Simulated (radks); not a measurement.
Problem. Method: scalar-relativistic Kohn-Sham, LDA (Slater exchange, Perdew-Wang correlation), spin-polarised, spherical densities, finite nucleus; Fermi nuclear charge, rms radius of each element as measured or else 0.836 A^(1/3) + 0.57 fm; computed with a radial shooting solver on a logarithmic mesh with Libxc functionals. Response by self-consistent Sternheimer equations with the Hartree and adiabatic LDA kernel, the relativistic mass of each level held fixed and spin-orbit coupling left out. Rank Ag+, I7+, Xe8+, In3+, Sn4+, Te6+, Sb5+, Pd, Cd2+ (NIST ground configurations) by static dipole polarisability, largest first.

Solution. Pd 30.07, Ag+ 10.74, Cd2+ 5.674, In3+ 3.540, Sn4+ 2.429, Sb5+ 1.773, Te6+ 1.351, I7+ 1.063, Xe8+ 0.8567 bohr^3.
